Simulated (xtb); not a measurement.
HgI2, SMILES [I][Hg][I]. All values are semi-empirical tight-binding results from xtb (GFN2-xTB unless named), good for trends rather than for accurate numbers. Geometry optimised at GFN2-xTB. The isomer is the one that the SMILES or the coordinates give; other isomers of the formula were not compared.

Optimised geometry:

Bonds (Å): Hg1–I2 2.591, Hg1–I3 2.591. Bond angles (°): I2–Hg1–I3 180.0.
Charge 0, spin multiplicity 1.

For metal compounds this method's bond lengths and energies can be far off.

```json
{
  "point_group_as_xtb_finds_it": "D∞h",
  "orbital_gap": "4.66 eV",
  "zero_point_energy": "0.6 kcal/mol",
  "G − E(el) at 298.15 K (modified RRHO)": "-18.7 kcal/mol"
}
```

Computed atomic charges and the Wiberg bond orders between heavy atoms:
charges (e) Hg1 0.11, I2 -0.05, I3 -0.05. Bond orders Hg1–I2 1.14, Hg1–I3 1.14.
